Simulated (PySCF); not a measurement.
Mo(NMe)(S)(F)(SH) (CH₄FMoNS₂), SMILES [F][Mo]([SH])(=[S])=[N]C, multiplicity 1.

Geometry optimised at r2SCAN-D4/def2-SVP. The multiplicity is an assumed one; other spin states were not compared. The def2 effective core potentials stand for the cores of Mo; spin–orbit coupling is left out. One conformer was computed; it need not be the lowest.

All values below come from PBE/def2-TZVP in PySCF.

Isolated molecule, no solvent.

```
Property                                                                                                          Value
---------------------------------------------------------------------------------------------  ------------------------
total energy                                                                                        -1059.47116 hartree
highest occupied level                                                                                         -6.40 eV
lowest empty level                                                                                             -3.50 eV
orbital gap                                                                                                     2.90 eV
dipole moment                                                                                                    3.55 D
quadrupole, principal values (traceless, Buckingham form, about the centre of nuclear charge)    -9.46, -0.19, 9.65 D·Å
mean static polarisability                                                                       106.6 bohr³ (15.80 Å³)
polarisability, principal values                                                               80.9, 117.9, 121.1 bohr³
```
